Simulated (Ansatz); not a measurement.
```
atom    x (Å)    y (Å)   z (Å)
   C   1.4050   0.0000  0.0000
   C   0.7025   1.2168  0.0000
   C  -0.7025   1.2168  0.0000
   C  -1.4050   0.0000  0.0000
   C  -0.7025  -1.2168  0.0000
   C   0.7025  -1.2168  0.0000
   C   2.8100   0.0000  0.0000
   H   1.2475   2.1607  0.0000
   H  -1.2475   2.1607  0.0000
   H  -2.4950   0.0000  0.0000
   H  -1.2475  -2.1607  0.0000
   H   1.2475  -2.1607  0.0000
   H   3.3714  -0.9343  0.0000
   H   3.3714   0.9343  0.0000
```

Basis set: 6-31G* (spherical functions). Correlated methods keep 7 orbitals frozen. Charge 0, multiplicity 2.

Computed with Ansatz (development build ahead of 0.2.0); each method stands on the lowest determinant of its kind that the runs found.

The atomization energy at this shape (free ground-state atoms in the same class of orbitals less the molecule, no zero-point energy) of doublet C7H7:

```csv
method,atomization energy
UHF-MP2,6117.3 kJ/mol
```

Q: What does UHF give?

A: 4949.8 kJ/mol. Caution: the unrestricted determinant is spin contaminated.
